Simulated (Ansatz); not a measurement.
```yaml
atoms:
  - { symbol: C, position_ang: [0.0000, 0.0000, 0.0000] }
  - { symbol: C, position_ang: [0.0000, 0.6850, 1.1865] }
  - { symbol: C, position_ang: [0.0000, -0.6850, 1.1865] }
```

Basis set: cc-pVDZ (spherical functions). Left uncorrelated: 3 orbitals. Charge 0, multiplicity 1.

Computed with Ansatz (development build ahead of 0.2.0); the reference of a correlated method needn't be the lowest determinant of its kind. Restricted open shells among the atoms or ions are ROHF, correlated in semicanonical orbitals with singles.

(1) Give the atomization energy at this shape (free ground-state atoms in the same class of orbitals less the molecule, no zero-point energy) of singlet C3 by RHF-CCSD(T), RHF-CCSD.

Results:

(1)

```json
{"method": "RHF-CCSD(T)", "atomization energy": "1019.8 kJ/mol"}
{"method": "RHF-CCSD", "atomization energy": "962.9 kJ/mol"}
```

Caution: large share of triples, a single reference is doubtful; no unrestricted run beside it, a lower state can exist; the reference determinant was not shown to be the lowest.
